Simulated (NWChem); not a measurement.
System: CH3FMgO; SMILES [O](C)[Mg][F]

NWChem input:

```
start job
memory heap 200 mb stack 900 mb global 1100 mb
geometry units angstroms noautosym nocenter noautoz
  Mg     0.072708    -1.018941     0.000030
  F      0.505974    -2.703077     0.000787
  O     -0.365062     0.685525    -0.000736
  C     -0.710173     2.027249    -0.001339
  H     -1.305386     2.295852     0.887085
  H      0.180265     2.677509    -0.004537
  H     -1.310267     2.293805    -0.887091
end
basis spherical
  * library pcsseg-1
end
dft
  xc xpbe96 cpbe96
  iterations 150
end
property
  shielding 5 1 2 3 4 5
end
task dft property
```

Geometry: optimised at B3LYP/6-31G* (spherical d).

GIAO values for the isolated, static molecule; σ is the absolute isotropic shielding, δ = σ(reference) − σ with the isolated reference molecule computed at the same levels (13C: tetramethylsilane, 19F: trichlorofluoromethane, 1H: tetramethylsilane, 17O: water).

Atoms are numbered as in the input.

Problem. What results follow from this input? (PBE/pcSseg-1, GIAO.) Quantities: σ Mg1 (ppm); δ F2 (ppm); δ O3 (ppm); δ C4 (ppm); δ H5 (ppm).

Solution. 
```yaml
"σ Mg1 (ppm)": 530.9
"δ F2 (ppm)": -304.4
"δ O3 (ppm)": -53.8
"δ C4 (ppm)": 58.7
"δ H5 (ppm)": 4.24
```
